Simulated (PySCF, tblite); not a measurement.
Species: C5H6FP.
Z-matrix (Å and degrees, GFN2-xTB geometry), rows numbered from 1:
```
C 
C   1  1.4909
C   2  1.4456  1  122.81
C   3  1.3443  2  115.16  1   178.88
P   4  1.8059  3  112.01  2     5.29
C   2  1.3494  1  126.20  3   178.20
F   6  1.3456  2  124.10  1     1.80
H   1  1.0896  2  110.22  3   -56.23
H   1  1.0898  2  110.01  3    62.75
H   1  1.0870  2  110.53  3  -176.92
H   3  1.0785  2  120.62  1     0.06
H   4  1.0761  3  125.21  2   179.50
H   5  1.3975  4   96.38  3  -102.70
```

Method used: CAM-B3LYP/def2-SVPD in PySCF (dipole) on a GFN2-xTB geometry, gas phase.

Take the most abundant isotopes and a rigid rotor. 

(1) What are A, B and C (MHz)?

(2) What kind of rotor is it?

(3) Is it planar, by Δ = Ic − Ia − Ib?

(4) Give the other two planar moments, Paa and Pbb, and the rms extents of the mass along the axes.

(5) Give the coordinates in the principal-axis frame, origin at the centre of mass.

(6) Predict some low-J microwave lines.

## Answers

(1) Ia = 157.77, Ib = 223.18, Ic = 373.99 u·Å²; 505379 MHz·u·Å²/I gives A = 3203, B = 2264, C = 1351 MHz.

(2) An asymmetric top. Ray's parameter κ = (2B − A − C)/(A − C) = -0.014; −1 is the prolate and +1 the oblate limit.

(3) Not planar: Δ = Ic − Ia − Ib = -6.96 u·Å². For a rigid frame Δ = −2 Σ m c², so Σ m c² = 3.48 u·Å² lies off the ab plane: 3.21 from hydrogen and 0.27 from heavier atoms. The atom farthest from that plane is 1.28 Å away.

(4) Paa = Σ m a² = (Ib + Ic − Ia)/2 = 219.70 and Pbb = Σ m b² = (Ia + Ic − Ib)/2 = 154.29 u·Å². With the mass M = 116.02 u, the rms extents √(P/M) along a, b and c are 1.38, 1.15, 0.17 Å.

(5) The sense of each axis is arbitrary; atoms in the order of the calculation.
```tsv
atom	mass (u)	a (Å)	b (Å)	c (Å)
C1	12.000	-2.401	-0.698	0.026
C2	12.000	-0.920	-0.532	0.006
C3	12.000	-0.007	-1.653	-0.011
C4	12.000	1.297	-1.328	-0.052
P5	30.974	1.554	0.455	0.080
C6	12.000	-0.249	0.638	-0.033
F7	18.998	-0.840	1.847	-0.025
H8	1.008	-2.725	-1.301	-0.821
H9	1.008	-2.707	-1.209	0.939
H10	1.008	-2.894	0.270	-0.018
H11	1.008	-0.379	-2.665	-0.010
H12	1.008	2.112	-2.030	-0.062
H13	1.008	1.808	0.676	-1.276
```

(6) The dipole components are |μa| = 0.20 D, |μb| = 1.88 D, |μc| = 0.52 D. The squared components, which scale the intensities, stand as 0.01 : 1.00 : 0.08 (a : b : c). Some lines, for components of 0.1 D or more:

| type | branch | J(Ka,Kc) | MHz | lower level (cm⁻¹) |
| --- | --- | --- | --- | --- |
| c | Q | 5(2,4) ← 5(1,4) | 330 | 1.943 |
| c | Q | 1(1,1) ← 1(0,1) | 939 | 0.121 |
| a | Q | 3(2,1) ← 3(2,2) | 1714 | 0.910 |
| a | Q | 2(1,1) ← 2(1,2) | 2739 | 0.363 |
| b | Q | 3(3,0) ← 3(2,1) | 5619 | 0.967 |
| b | Q | 3(2,2) ← 3(1,3) | 7147 | 0.671 |
| b | R | 2(2,0) ← 1(1,1) | 12291 | 0.152 |
| a | R | 4(2,2) ← 3(2,1) | 16378 | 0.967 |
| b | R | 3(2,1) ← 2(1,2) | 18117 | 0.363 |
| c | R | 4(2,2) ← 3(1,2) | 19895 | 0.850 |
| c | R | 5(3,3) ← 4(2,3) | 26758 | 1.381 |

Its GFN2-xTB frequencies are all real (lowest 107 cm⁻¹). These are rigid-rotor constants of the computed structure; measured ground-state constants (B0) also hold zero-point vibration. A rigid rotor knows nothing of internal rotation, which can split or shift real lines.

Time: 26 s; peak memory 0.90 GiB. Hardware: an Arm Neoverse V2 with one thread (shared host). This is the CAM-B3LYP/def2-SVPD job that gave the dipole, with the excitations it also computed.
